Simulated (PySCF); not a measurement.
Two-component Hartree-Fock for La⁺ (lanthanum, charge +1)

Start: [Xe] 5d1 6p1; 5d5/2 filled at m_j = +5/2; 6p3/2 filled at m_j = +3/2. Calculated with PySCF 2.14 in x2c-TZVPall-2c with one added diffuse shell each of s, p, d type (12s12p11d2f, 117 functions): generalised Hartree-Fock with the X2C-1e Hamiltonian and a Gaussian nucleus; spin-orbit coupling (SO) screened by Boettger's factors. This is a chosen level, not necessarily the ground level.

| spinor shell | electrons | ε, screened SO (eV) | weight of nominal j (screened SO) | rms radius, screened SO (bohr) |
| --- | --- | --- | --- | --- |
| 1s1/2 | 2 | -39123.4 | 1.000 | 0.0286 |
| 2s1/2 | 2 | -6341.9 | 1.000 | 0.116 |
| 2p1/2 | 2 | -5968.0 | 1.000 | 0.100 |
| 3s1/2 | 2 | -1408.0 | 1.000 | 0.303 |
| 3p1/2 | 2 | -1249.2 | 1.000 | 0.295 |
| 3p3/2 | 4 | -1165.8 | 1.000 | 0.308 |
| 3d3/2 | 4 | -890.11 | 1.000 | 0.279 |
| 3d5/2 | 6 | -872.51 | 1.000 | 0.283 |
| 4s1/2 | 2 | -309.53 | 1.000 | 0.694 |
| 4p1/2 | 2 | -248.54 | 1.000 | 0.719 |
| 4p3/2 | 4 | -230.71 | 1.000 | 0.746 |
| 4d3/2 | 4 | -128.40 | 0.999 | 0.820 |
| 4d5/2 | 6 | -125.31 | 1.000 | 0.830 |
| 5s1/2 | 2 | -56.203 | 1.000 | 1.67 |
| 5p1/2 | 2 | -37.071 | 0.980 | 1.86 |
| 5p3/2 | 4 | -34.669 | 0.990 | 1.93 |
| 5d5/2 | 1 | -12.977 | 1.000 | 3.07 |
| 6p3/2 | 1 | -7.652 | 1.000 | 5.50 |

(1) Where does 2p3/2 lie, and what is the 2p spin-orbit splitting (screened SO)?

```tsv
quantity	screened SO
E (hartree)	-8490.85366
M_J	4
⟨J²⟩	20.013
⟨L²⟩	12.049
⟨S²⟩	2.039
```

Each row is a mean over spinors that exchange with the open shell spreads, by up to 2.460 eV (5p3/2).

Breit and QED terms are absent; they matter most for the inner s and p1/2 levels.

Densities and radii are taken from the X2C orbitals without a picture-change correction, which distorts them close to the nucleus.

Answers

(1) At -5551.4 eV, 416.59 eV above 2p1/2.
